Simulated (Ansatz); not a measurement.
Geometry optimisation of `[Br][Al]1[SiH2][S]1`.

```yaml
crystal:
  periodic: [false, false, false]
  atoms:
    - {symbol: Br, position_ang: [0.168612, -3.345043, 1.124034]}
    - {symbol: Al, position_ang: [-0.031818, -1.252604, 0.319625]}
    - {symbol: Si, position_ang: [0.250475, 1.024520, -0.059359]}
    - {symbol: S, position_ang: [-1.230288, -0.242305, -1.201736]}
    - {symbol: H, position_ang: [1.300705, 1.628124, -0.953327]}
    - {symbol: H, position_ang: [-0.415587, 2.123307, 0.724564]}
basis:
  gaussian: {orbitals: def2-TZVP}
hamiltonian: {xc: pbe0, dispersion: d4}
relax: {f_tol: 0.005, max_steps: 150}
```

```sh
$ ansatz run in.yaml --threads 2 --pin off --events-out ev --progress --plain --max-ram 4352MiB
```

Output, abridged:

```
Functional definition: PBE0
mean field -95374.17834117 eV, -3504.9364070981 hartree, gradient 6.6e-5 eV, S^2 0.000000; 0 other end points of the search recorded, 0 dependent functions left out
relax step   1: F+E_penalty+E_count = -95374.34205396 eV  Δ(F+E_penalty+E_count) = +0.000e0 eV  max|allowed force component| = 5.007e-1 eV/Å  Δτ_max = 0.0000 Å  (27 SCF iters, accepted)
mean field -95374.20164079 eV, -3504.9372633432 hartree, gradient 2.2e-5 eV, S^2 0.000000; 0 other end points of the search recorded, 0 dependent functions left out
relax step   2: F+E_penalty+E_count = -95374.36646787 eV  Δ(F+E_penalty+E_count) = -2.441e-2 eV  max|allowed force component| = 1.503e-1 eV/Å  Δτ_max = 0.0260 Å  (30 SCF iters, accepted)
mean field -95374.20351080 eV, -3504.9373320647 hartree, gradient 2.2e-5 eV, S^2 0.000000; 0 other end points of the search recorded, 0 dependent functions left out
relax step   3: F+E_penalty+E_count = -95374.36861298 eV  Δ(F+E_penalty+E_count) = -2.145e-3 eV  max|allowed force component| = 2.203e-2 eV/Å  Δτ_max = 0.0109 Å  (31 SCF iters, accepted)
mean field -95374.20354352 eV, -3504.9373332673 hartree, gradient 2.2e-5 eV, S^2 0.000000; 0 other end points of the search recorded, 0 dependent functions left out
relax step   4: F+E_penalty+E_count = -95374.36873306 eV  Δ(F+E_penalty+E_count) = -1.201e-4 eV  max|allowed force component| = 1.783e-2 eV/Å  Δτ_max = 0.0069 Å  (31 SCF iters, accepted)
mean field -95374.20360288 eV, -3504.9373354488 hartree, gradient 2.2e-5 eV, S^2 0.000000; 0 other end points of the search recorded, 0 dependent functions left out
relax step   5: F+E_penalty+E_count = -95374.36876836 eV  Δ(F+E_penalty+E_count) = -3.530e-5 eV  max|allowed force component| = 4.882e-3 eV/Å  Δτ_max = 0.0030 Å  (32 SCF iters, accepted)
mean field -95374.20360288 eV, -3504.9373354488 hartree, gradient 2.2e-5 eV, S^2 0.000000; 1 other end points of the search recorded, 0 dependent functions left out
Total energy: -95374.36879869 eV, -3504.9434062826 hartree
Atom 0 at     0.156763    -3.320549     1.109549 Å, force     0.000964    -0.000837     0.001505 eV/Å
Atom 1 at    -0.020366    -1.240415     0.323262 Å, force    -0.000028    -0.003918     0.001016 eV/Å
Atom 2 at     0.241335     1.017908    -0.068206 Å, force    -0.003049     0.001998    -0.004882 eV/Å
Atom 3 at    -1.204316    -0.234422    -1.178329 Å, force    -0.000751     0.001684    -0.000999 eV/Å
Atom 4 at     1.281014     1.614440    -0.945846 Å, force     0.001420     0.000749     0.001764 eV/Å
Atom 5 at    -0.412332     2.099036     0.713372 Å, force     0.001444     0.000324     0.001597 eV/Å
Dipole moment:     0.203427     0.035730     0.197455 e Å
```

Run time 22 s (2 threads of an Intel Xeon 6975P-C on a shared host); peak host memory 0.52 GiB.
